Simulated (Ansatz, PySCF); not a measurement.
Spin states of H3IrO3 (SMILES [OH][Ir]([OH])[OH]), each relaxed with B3LYP-D3(BJ)/def2-TZVP.
State 1 (charge 0, multiplicity 1):
```xyz
7

Ir     0.02590     0.09856     0.04086
O      1.66555    -0.38722    -0.66005
H      2.32727     0.27179    -0.38487
O     -0.48005    -0.52263     1.70514
H     -0.90529    -1.39269     1.61136
O     -1.09580     1.19822    -0.93080
H     -1.63939     0.65848    -1.53073
```
State 2 (charge 0, multiplicity 5):
```xyz
7

Ir    -0.4894     0.1856     0.2183
O      1.4308    -0.3771    -0.0465
H      1.8464     0.0182    -0.8273
O     -0.7126    -0.8691     1.7861
H     -0.0097    -1.5106     1.9605
O     -0.7240     1.3055    -1.3065
H     -1.4433     1.1719    -1.9337
```

```csv
level,energy of the multiplicity-5 state less that of the multiplicity-1 state (kcal/mol),cost
SVWN5/def2-TZVPP,54.99,×0.6
PBE/def2-TZVPP,46.13,×1
PBE-D4/def2-TZVPP,46.10,×1
BLYP-D3(BJ)/def2-TZVPP,43.79,×1
BLYP-D4/def2-TZVPP,43.69,×1
r2SCAN/def2-TZVPP,36.68,×2
r2SCAN-D3(BJ)/def2-TZVPP,36.69,×2
PBE0/def2-TZVPP,41.98,×2
PBE0-D3(BJ)/def2-TZVPP,41.99,×2
BHLYP-D3(BJ)/def2-TZVPP,34.65,×2
CAM-B3LYP/def2-TZVPP,41.07,×2
CAM-B3LYP-D3(BJ)/def2-TZVPP,41.09,×2
CAM-B3LYP-D4/def2-TZVPP,41.06,×2
wB97M-V/def2-TZVPP,43.30,×6
B2PLYP/def2-TZVPP,46.17,×3
B2PLYP-D4/def2-TZVPP,46.16,×3
CCSD/def2-SVP,37.84,-
CCSD(T)/def2-SVP,42.84,×10
CCSD(T)/def2-TZVPP,45.85,×100
"CCSD(T)/CBS(def2-SVP, def2-TZVPP)",46.81,×100
```

The rows run from 34.65 (BHLYP-D3(BJ)/def2-TZVPP) to 54.99 kcal/mol (SVWN5/def2-TZVPP). From def2-SVP to def2-TZVPP CCSD(T) changes by 3.01. The dispersion term adds -0.03 in PBE-D4, 0.01 in r2SCAN-D3(BJ), 0.01 in PBE0-D3(BJ). The 7 functionals in def2-TZVPP without D3 or D4 span 18.31, from r2SCAN to SVWN5.

Singlets are restricted, other states unrestricted; no spin–orbit coupling, no relativity up to Kr; see below for the cores. The largest T1 diagnostic is 0.038.

Correlated levels freeze the inner cores; with def2 sets outer-core shells near the valence are correlated too. CBS(a, b) extrapolates the correlation energy as X⁻³ and adds the Hartree–Fock energy of set b.

Codes used: Ansatz (Gaussian basis) for Hartree–Fock, density functionals and correlated methods; PySCF for the dispersion terms. Values without a source in brackets are computed. In def2 rows elements past Kr take small-core potentials, without spin–orbit coupling.

Costs are rough ratios of core time to PBE/def2-TZVPP (about 17 s over the structures, on one shared machine); a dash marks a level with no comparable run of its own.

Ansatz is a program for electronic structure.
